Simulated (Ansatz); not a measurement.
```xyz
2

P    -0.1126   -0.0126   -1.0618
P    -0.1082   -0.0379    0.8828
```

Basis set: STO-3G (spherical functions). Frozen core: 10 orbitals. Charge 0, multiplicity 1.

Computed with Ansatz (development build ahead of 0.2.0); each method stands on the lowest determinant of its kind that the runs found. Restricted open shells among the atoms or ions are ROHF, correlated in semicanonical orbitals with singles.

(1) Give the atomization energy at this shape (free ground-state atoms in the same class of orbitals less the molecule, no zero-point energy) of singlet P₂ by RHF-MP2, RHF.

## Answers

(1)

```tsv
method	atomization energy
RHF-MP2	4.76 eV
RHF	0.19 eV
```

This basis has no polarisation functions and is too small for such energies, which can lie far from measured ones in either direction.
